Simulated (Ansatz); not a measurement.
Relaxed structures of GeH$_{2}$SO, singlet (PBE0-D4/def2-TZVP; forces vanish, vibrations not checked; lower isomers may exist, and structures with a doubtful reference or unclear bonds are left out; Å). Program: Ansatz 0.2.0. Basis: def2-TZVPP. Cores are frozen in the correlated methods. Filled d shells of the heavier atoms are correlated. The def2 sets are not built for correlating such inner shells, so the correlated values are less sure here.

(1) Rank them by CCSD(T) energy, lowest first, and give each one's height above the lowest. Links in brackets join atoms within 1.22 times the sum of their covalent radii (1.1 for two metals). (An estimate is asked for; the value comes from the calculation.)
A.
GeH₂SO ([O]1[S][GeH2]1)
```
5
angstrom
O -0.1140 -0.4212 1.3746
S 1.3969 -0.9491 0.6412
Ge -0.1442 0.1880 -0.3239
H -1.1450 -0.5180 -1.2336
H 0.0064 1.7003 -0.4584
```
B.
a complex of GeO + H₂S
```
5
angstrom
O 1.1890 -0.0166 1.6639
S -1.1495 0.1578 -0.8524
Ge 0.7415 -1.4744 1.0825
H -0.1797 0.2617 -1.7750
H -0.5089 0.9839 -0.0056
```
C.
a complex of GeS + H₂O
```
5
angstrom
O -0.5534 0.1310 -0.7547
S 1.8163 -0.4907 1.2915
Ge -0.0504 -1.3144 1.1850
H -1.2143 0.8289 -0.7006
H 0.3115 0.5516 -0.6408
```

The T1 diagnostic stays at or below 0.022.

Answers

(1) By the calculation: C (0.0 kJ/mol), B (91.2 kJ/mol), A (208.1 kJ/mol). Heights count from the lowest.

For scale, one of the runs: CCSD(T)/def2-TZVPP, 149 basis functions, launched by `ansatz run in.yaml --threads 2 --pin off --events-out ev --progress --plain --max-ram 4352MiB`. Hardware: 2 CPU threads of an Arm Neoverse V1, shared host. Wall time 29 s; peak host memory 0.92 GiB.
